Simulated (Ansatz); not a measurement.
Computed with Ansatz.

A structure relaxed at PBE0-D4/def2-TZVP, charge 0, multiplicity 1:

```xyz
8

F     1.3836   -1.0110    0.4728
C     0.7932    0.1353    0.0131
C    -0.6862   -0.0938   -0.1839
F    -1.2102    1.0089   -0.7772
Br   -1.5827   -0.4102    1.5047
H     1.2315    0.3949   -0.9565
H     0.9629    0.9458    0.7259
H    -0.8923   -0.9699   -0.7990
```

Task: Give its formula and SMILES.

Result: C2H3BrF2, `FCC(F)Br`.

Task: Summarise the bond lengths by kind.

Result: 2 × C–F 1.357 to 1.369 Å; 1 × C–C 1.510 Å; 3 × C–H 1.090 to 1.095 Å; 1 × Br–C 1.938 Å.
